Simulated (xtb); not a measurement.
C2H5N, triplet, at a GFN2-xTB geometry (a higher spin typed on purpose: for a closed-shell molecule this is an excited state). Base run: GFN2-xTB in xtb 6.7.1.

Geometry (Å):
```xyz
8

C      1.1822    -0.1870     0.0076
N     -0.1370     0.0281     0.4495
C     -1.1971     0.1838    -0.3555
H      1.5375     0.6472    -0.6148
H      1.8322    -0.2924     0.8766
H      1.2562    -1.0884    -0.6180
H     -1.9313    -0.6156    -0.3366
H     -1.6461     1.1720    -0.3664
```
Charge 0, spin multiplicity 3.
All else is at xtb's defaults.
Base energy -9.59152 Eh.

The base run was repeated with changes; each row names its change, and settings that it needs were set with it.

```tsv
change	ΔE vs base (kJ/mol)	dipole (D)	G_solv (kcal/mol)	SCF cycles
base	0.00	1.17	-	10
alpb = acetonitrile	-12.92	1.33	-3.20	10
gbsa = chcl3	-14.38	1.35	-3.59	9
acc = 30	0.00	1.17	-	7
acc = 0.0001	0.00	1.17	-	16
alpb = methanol	-14.75	1.39	-3.75	10
```

ALPB and GBSA are two models with their own fitted parameters for each solvent, which aren't always the measured dielectric constant.
